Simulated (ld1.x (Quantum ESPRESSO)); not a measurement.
An all-electron radial function and its pseudo partner (boron)

Columns: radius, all-electron u(r) and pseudo u(r) of the 2p shell (level -13.37 eV) of boron in the configuration [He] 2s2 2p0; PBE, non-relativistic, ultrasoft scheme, ld1.x (Quantum ESPRESSO) 7.5.

```json
{"r (bohr)": "0.098", "all-electron": "0.0324", "pseudo": "0.0099"}
{"r (bohr)": "0.195", "all-electron": "0.1031", "pseudo": "0.0387"}
{"r (bohr)": "0.292", "all-electron": "0.1886", "pseudo": "0.0846"}
{"r (bohr)": "0.390", "all-electron": "0.2774", "pseudo": "0.1452"}
{"r (bohr)": "0.488", "all-electron": "0.3616", "pseudo": "0.2165"}
{"r (bohr)": "0.585", "all-electron": "0.4369", "pseudo": "0.2933"}
{"r (bohr)": "0.682", "all-electron": "0.5024", "pseudo": "0.3719"}
{"r (bohr)": "0.780", "all-electron": "0.5583", "pseudo": "0.4490"}
{"r (bohr)": "0.878", "all-electron": "0.6050", "pseudo": "0.5198"}
{"r (bohr)": "0.975", "all-electron": "0.6428", "pseudo": "0.5807"}
{"r (bohr)": "1.072", "all-electron": "0.6719", "pseudo": "0.6305"}
{"r (bohr)": "1.170", "all-electron": "0.6927", "pseudo": "0.6684"}
{"r (bohr)": "1.268", "all-electron": "0.7055", "pseudo": "0.6937"}
{"r (bohr)": "1.365", "all-electron": "0.7111", "pseudo": "0.7072"}
{"r (bohr)": "1.463", "all-electron": "0.7104", "pseudo": "0.7106"}
{"r (bohr)": "1.560", "all-electron": "0.7042", "pseudo": "0.7058"}
{"r (bohr)": "1.658", "all-electron": "0.6933", "pseudo": "0.6946"}
{"r (bohr)": "1.755", "all-electron": "0.6786", "pseudo": "0.6792"}
{"r (bohr)": "1.852", "all-electron": "0.6608", "pseudo": "0.6609"}
{"r (bohr)": "1.950", "all-electron": "0.6402", "pseudo": "0.6402"}
{"r (bohr)": "2.047", "all-electron": "0.6180", "pseudo": "0.6180"}
{"r (bohr)": "2.145", "all-electron": "0.5942", "pseudo": "0.5942"}
{"r (bohr)": "2.242", "all-electron": "0.5696", "pseudo": "0.5696"}
{"r (bohr)": "2.340", "all-electron": "0.5443", "pseudo": "0.5443"}
{"r (bohr)": "2.438", "all-electron": "0.5188", "pseudo": "0.5188"}
{"r (bohr)": "2.535", "all-electron": "0.4936", "pseudo": "0.4936"}
```

(1) How many radial nodes do the two functions have?

(2) At about which radius was the pseudo-wave matched?

(3) Where does each function peak?

(4) Is the pseudo-wave norm-conserving?

Results:

(1) The all-electron 2p function has n − l − 1 = 0; the pseudo-wave has 0.

(2) 1.95 bohr. The columns agree to 0.0005 from 1.85 bohr on; several derivatives are matched, so the curves merge somewhat inside the radius.

(3) Outermost all-electron maximum near 1.36 bohr, pseudo maximum near 1.46 bohr (to the table’s step).

(4) No, it belongs to an ultrasoft set: the norm inside the radius is not constrained, and the difference is carried by the augmentation charge.
